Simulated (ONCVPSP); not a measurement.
**What one change does to a pseudopotential (Ta (Z = 73), ONCV)**

* Element: tantalum
* Generator: ONCVPSP 4.0.1
* Type: optimised norm-conserving Vanderbilt (ONCV)
* Functional: PBE
* Relativity: scalar-relativistic
* Frozen core: [Kr] 4d10 4f14
* Valence charge: 13
* Reference configuration: 5s2 5p6 5d2 (charge +3)
* Partial waves: 5s: rc 1.25 bohr, ncon 4, nbas 7, qcut 6.4 1/bohr, 2 projectors, debl 3.9 Ha; 5p: rc 1.30 bohr, ncon 3, nbas 6, qcut 6.7 1/bohr, 2 projectors, debl 0.3 Ha; 5d: rc 2.90 bohr, ncon 4, nbas 9, qcut 4.9 1/bohr, 2 projectors, debl 3 Ha
* Local potential: polynomial inside 1.20 bohr (lpopt 5, dvloc0 1 Ha)
* Core correction: Teter function, fcfact 5.5, rcfact 1.45

In the p channel the program set the typed energies aside and used -2.468, 0.250 Ha. In the d channel the program set the typed energies aside and used -1.070, 0.050 Ha.

Change: s: rc 1.86. In the s channel the program set the typed energies aside and used -3.713, 0.050 Ha. In the p channel the program set the typed energies aside and used -2.468, 0.250 Ha. In the d channel the program set the typed energies aside and used -1.070, 0.050 Ha.

Cutoffs: the cutoffs (Ha) at which the residual kinetic energy of the hardest occupied pseudo-wave falls to 1 and 0.1 mHa per electron; they do not see the model core or the augmentation charge, which bear on the density cutoff. Errors are all-electron minus pseudo energies relative to the spin-unpolarised reference configuration.

What does the change do?

The potential gets softer (63 Ha and 79 Ha → 32 Ha and 72 Ha); the errors of the 4 common tests hardly move; neither file shows a bound ghost. A larger radius leaves more room for a smooth pseudo-wave, so fewer plane waves are needed.

| quantity | base | changed |
| --- | --- | --- |
| cutoff, loose | 63 Ha | 32 Ha |
| cutoff, tight | 79 Ha | 72 Ha |
| loose cutoff by channel | s 63 Ha, p 32 Ha, d 9.2 Ha | s 15 Ha, p 32 Ha, d 9.2 Ha |
| bound ghosts | none | none |
| GHOST(+) flags under 300 eV | s at 181.0 eV | s at 102.0 eV |
| error for 5s2 5p6 5d3 6s2, meV [ΔE -47.04 eV] | +29 | +29 |
| error for 5s2 5p6 5d3 6s1, meV [ΔE -38.58 eV] | +34 | +35 |
| error for 5s2 5p6 5d3, meV [ΔE -23.60 eV] | +39 | +38 |
| error for 5s2 5p6 5d1, meV [ΔE 35.04 eV] | +53 | +52 |
| p: phases at 1.32 bohr within 0.05 rad from the reference energy up to (Ha; the scan ends near 5) | to the end of the scan | to the end of the scan |
| d: phases at 2.94 bohr within 0.05 rad from the reference energy up to (Ha; the scan ends near 5) | 2.6 | 2.6 |
| rms error of d²Exc/dni dnj with the model core, mHa | 1.85 | 2.56 |
